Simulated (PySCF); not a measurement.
Species: C5H4F3N3.
Atom-mapped SMILES: `[CH2:1]=[CH:2][n:3]1[n:4][cH:5][c:6]([C:7]([F:8])([F:9])[F:10])[n:11]1`

NICS is the negative of the GIAO shielding at a point without a nucleus: at the ring centre (0) and 1 Å above and below it (1); zz is the component along the ring normal. Level: GIAO PBE0/pcSseg-1 (PySCF, non-relativistic, gas phase) on the GFN2-xTB geometry, one conformer.

Ring bond lengths (Å), with Mayer bond orders in brackets: N3–N4 1.315 (1.21), N4–C5 1.318 (1.52), C5–C6 1.405 (1.28), C6–N11 1.327 (1.44), N11–N3 1.310 (1.24).

Q: Give the NICS values of each ring in ppm.

A: 
```tsv
ring	type	NICS(0)	NICS(1), two faces	NICS(1)zz, two faces	rms pucker (Å)	centre to ring atoms, mean (Å)
N3–N4–C5–C6–N11	5-membered ring with 3 N; formal bonds all aromatic	-12.7	-12.9 / -12.9	-31.2 / -31.2	0.00	1.14
```

Q: What do they say, and how far can they be read as aromaticity?

A: 
- N3–N4–C5–C6–N11: mean NICS(1)zz -31.2 ppm, shielded, aromatic by this magnetic criterion (flat ring, no four-coordinate atom).

Q: And the bond-length index? HOMA = 1 − mean of α(R − Ropt)² over the ring bonds, with Krygowski's 1993 parameters (CC: Ropt 1.388 Å, α 257.7 Å⁻²; CN: Ropt 1.334 Å, α 93.52 Å⁻²; NN: Ropt 1.309 Å, α 130.33 Å⁻²).

A: 
- N3–N4–C5–C6–N11: HOMA 0.98; the largest term is that of C5–C6, α(R − Ropt)² = 0.07. The geometric and the magnetic index point the same way.

Q: List the ring angles and the Hirshfeld charges of the ring atoms.

A: 
- N3–N4–C5–C6–N11: N3 114.8° (+0.112 e), N4 105.3° (-0.119 e), C5 107.3° (-0.020 e), C6 108.1° (-0.015 e), N11 104.5° (-0.105 e); sum 540.0° against 540° for a flat convex ring.

Q: What are the shieldings of the ring atoms and their hydrogens in the same run (means over atoms taken as equivalent)?

A: 
```json
{"atoms": "N3", "environment": "pyrrole-type nitrogen", "σ isotropic (ppm)": "-24.1"}
{"atoms": "N4", "environment": "pyridine-type nitrogen", "σ isotropic (ppm)": "-98.0"}
{"atoms": "C5", "environment": "aromatic CH next to a ring nitrogen", "σ isotropic (ppm)": "48.0"}
{"atoms": "C6", "environment": "substituted aromatic carbon", "σ isotropic (ppm)": "40.3"}
{"atoms": "N11", "environment": "pyridine-type nitrogen", "σ isotropic (ppm)": "-86.2"}
{"atoms": "H on C5", "environment": "aromatic hydrogen", "σ isotropic (ppm)": "23.73"}
```

Shape of the structure used: `[CH2:1]=[CH:2][n:3]1[n:4][cH:5][c:6]([C:7]([F:8])([F:9])[F:10])[n:11]1`: C1–C2–N3–N4 180°, C5–C6–C7–F8 0°.
